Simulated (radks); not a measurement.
Question: Ce XXXIX, 20 electrons, occupied as [Ar] 3d2. Calculated with a radial shooting solver on a logarithmic mesh with Libxc functionals: Dirac Kohn-Sham, LDA (Slater exchange, Perdew-Wang correlation), spin-unpolarised, spherical densities, finite nucleus; open shells are shared between the two j in proportion to 2j + 1; Fermi nuclear charge, rms radius 4.8771 fm. Some entries of the table are withheld. Estimate them.

orbital,occ.,eigenvalue (hartree),<1/r> (bohr^-1)
1s1/2,2,-1552.363,63.29
2s1/2,2,(1),15.04
2p1/2,2,-297.4742,(2)
2p3/2,4,-280.8515,(3)
3s1/2,2,-113.6226,5.867
3p1/2,2,(4),5.802
3p3/2,4,(5),5.441
3d3/2,0.8,(6),5.320
3d5/2,1.2,(7),5.228
4s1/2,0,-57.77843,3.014
4p1/2,0,-55.75301,2.973
4p3/2,0,-54.32251,2.841

Answer: 
(1) 2s1/2 eigenvalue (hartree): -309.9007
(2) 2p1/2 <1/r> (bohr^-1): 15.00
(3) 2p3/2 <1/r> (bohr^-1): 13.60
(4) 3p1/2 eigenvalue (hartree): -108.8397
(5) 3p3/2 eigenvalue (hartree): -104.9097
(6) 3d3/2 eigenvalue (hartree): -97.51328
(7) 3d5/2 eigenvalue (hartree): -96.59841
